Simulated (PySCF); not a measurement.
# Correlation energy of Se(3+) (selenium, charge +3)

[Ar] 3d10 4s2 4p1, 2P determinant. Calculation: PySCF 2.14, in cc-pVDZ-DK (5s4p2d, 27 functions); the spin-free X2C one-electron Hamiltonian (Gaussian nucleus). Frozen: [Ar] 3d10; 3 electrons correlated.

MP2 pair energies summed by pair of shells (mhartree):

```json
{"pair": "4s-4s", "energy": "-20.03", "share (%)": "58.8"}
{"pair": "4s-4p", "energy": "-14.05", "share (%)": "41.2"}
```

Total MP2 correlation energy: -34.08 mhartree.

Same-spin part -2.08 and opposite-spin part -32.00 mhartree; SCS-MP2 scales them by 1/3 and 6/5 to -39.09 mhartree.

| level | correlation energy (mhartree) |
| --- | --- |
| CCSD | -49.64 |
| (T) | -0.35 |
| CCSD(T) | -49.99 |

Diagnostics: T1 = 0.0067, D1 = 0.0163, largest double amplitude 0.096.

Problem. Is a single reference adequate?

Solution. Mostly. T1 lies below 0.03, but a double amplitude of this size points to a near-degeneracy that CCSD handles and MP2 describes poorly.
